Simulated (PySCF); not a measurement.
**Nuclear quadrupole coupling in `C#[C][GeH2][GeH2][GeH2][Cl]`**

Species: C2H7ClGe3.
Geometry (PBE0-D3(BJ)/def2-SVP, Å), atoms numbered from 1 in this order:
```
atom  x, y, z in Å
C1     2.6930    1.3033    0.5418
C2     2.1541    0.4619   -0.1511
Ge3    1.2097   -0.8350   -1.1640
Ge4   -0.8988   -1.2870   -0.0562
Ge5   -2.1473    0.7590    0.2780
Cl6   -0.9400    2.0396    1.5532
H7     3.1658    2.0490    1.1560
H8     0.9596   -0.2790   -2.5761
H9     2.0631   -2.1117   -1.2561
H10   -0.6604   -1.9524    1.3103
H11   -1.7445   -2.2330   -0.9360
H12   -2.3801    1.5349   -1.0309
H13   -3.4837    0.5518    1.0143
```

Field gradients from the PBE0/pcSseg-1 density (PySCF, non-relativistic), principal values in atomic units, ordered |Vxx| ≤ |Vyy| ≤ |Vzz|:

```
atom      Vxx      Vyy     Vzz
 Ge3  -0.0374  -0.5154  0.5528
 Ge4  -0.0437  -0.3126  0.3564
 Ge5  -0.8422  -1.1256  1.9678
 Cl6  -1.3030  -1.3453  2.6483
```

**Question.** Find the asymmetry η = (Vxx − Vyy)/Vzz and the couplings χ = eQV/h (234.96 MHz × Q in barn × V in au), with Q(73Ge) = −0.196 b, Q(35Cl) = −0.0817 b.

**Answer.** 
```json
{"atom": "Ge3", "environment": "germanium bonded to C, Ge and 2 H", "nucleus": "73Ge", "η": "0.86", "χzz (MHz)": "-25.46", "χxx (MHz)": "1.72", "χyy (MHz)": "23.74"}
{"atom": "Ge4", "environment": "germanium bonded to 2 Ge and 2 H", "nucleus": "73Ge", "η": "0.75", "χzz (MHz)": "-16.41", "χxx (MHz)": "2.01", "χyy (MHz)": "14.40"}
{"atom": "Ge5", "environment": "germanium bonded to Cl, Ge and 2 H", "nucleus": "73Ge", "η": "0.14", "χzz (MHz)": "-90.62", "χxx (MHz)": "38.78", "χyy (MHz)": "51.84"}
{"atom": "Cl6", "environment": "chlorine bonded to Ge", "nucleus": "35Cl", "η": "0.02", "χzz (MHz)": "-50.84", "χxx (MHz)": "25.01", "χyy (MHz)": "25.83"}
```

The gradient is axial or nearly so (η below 0.05) at Cl6. 

**Question.** What is Vzz at Ge5 in SI units (1 au = 9.71736 × 10²¹ V/m²)?

**Answer.** 1.9678 au = 19.122 × 10²¹ V/m².

Were the hydrogens deuterons (Q(2H) = 0.00286 b), χzz would run from 88 kHz (H12, H13 and H11) to 227 kHz (H7).

Isolated species at its PBE0-D3(BJ)/def2-SVP geometry (one conformer only). The calculation is non-relativistic, for germanium too. With so small a basis the couplings can be 20 % off.

The run behind these numbers computed NMR shieldings as well. Hardware: one thread of an Arm Neoverse V1, no GPU (shared host). Cost: 52 s.
